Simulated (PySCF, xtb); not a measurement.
Mg(I)(SMe) (CH3IMgS), SMILES C[S][Mg][I].

GFN2-xTB (xtb 6.7.1) at its own geometry gives an orbital gap of 1.92 eV and a dipole moment of 4.31 D.

Geometry: B3LYP-D3(BJ)/def2-SVP. The structure was generated by enumeration; whether it is a known compound was not checked. The def2 effective core potentials stand for the cores of I; spin–orbit coupling is left out. Other conformers were not sampled.

Problem. What does PBE/def2-TZVP in PySCF give? (The exact figures need the calculation; the answer reports its results.)

Solution. gap 3.27 eV (levels -5.61 and -2.34 eV), dipole 1.58 D.
